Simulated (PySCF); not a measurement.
# An isoelectronic set: 49 electrons

CCSD(T) in PySCF with def2-SVPD on every atom (core potentials on Rb, Sr, Cd, In), for the lowest determinant that a PBE0 search found; no spin–orbit coupling. All have 49 electrons, 3 of them in the valence shells, and the same state, a doublet (σ ↑). For ions De leads to the atom and ion picked by measured ionisation energies and electron affinities.

```json
{"species": "RbNa⁻", "difference of nuclear charges": "26", "Re (Å)": "4.214", "ωe (cm⁻¹)": "64.7", "k (mdyn/Å)": "0.0446", "De (eV)": "0.60", "dissociates to": "Rb + Na⁻"}
{"species": "RbMg", "difference of nuclear charges": "25", "Re (Å)": "4.404", "ωe (cm⁻¹)": "43.6", "k (mdyn/Å)": "0.0210", "De (eV)": "0.07", "dissociates to": "Rb + Mg"}
{"species": "NaSr", "difference of nuclear charges": "27", "Re (Å)": "3.957", "ωe (cm⁻¹)": "73.3", "k (mdyn/Å)": "0.0578", "De (eV)": "0.17", "dissociates to": "Na + Sr"}
{"species": "CdH", "difference of nuclear charges": "47", "Re (Å)": "1.760", "ωe (cm⁻¹)": "1438", "k (mdyn/Å)": "1.22", "De (eV)": "0.79", "dissociates to": "Cd + H"}
{"species": "InH⁺", "difference of nuclear charges": "48", "Re (Å)": "1.832", "ωe (cm⁻¹)": "1139", "k (mdyn/Å)": "0.763", "De (eV)": "0.26", "dissociates to": "In⁺ + H"}
```

(1) Which member of the whole set has the stiffest bond, and how does it compare with the softest?

Correlated steps freeze the inner cores (0 to 4 orbitals); shallow outer-core shells are correlated. UHF and ROHF references stand side by side, which adds small steps between rows. Weak bonds: InH⁺, NaSr, RbMg. Basis-set superposition, not corrected here, can be much of De in a small basis, most of all at correlated wavefunction levels. Spin–orbit coupling is left out. For an ion De counts to the pair picked by the measured ionisation energies or electron affinities, which need not be the lowest pair at this level. States were picked by a PBE0 search and need not be the measured ground states.

## Answers

(1) CdH with k = 1.22 mdyn/Å, 58 times that of RbMg.
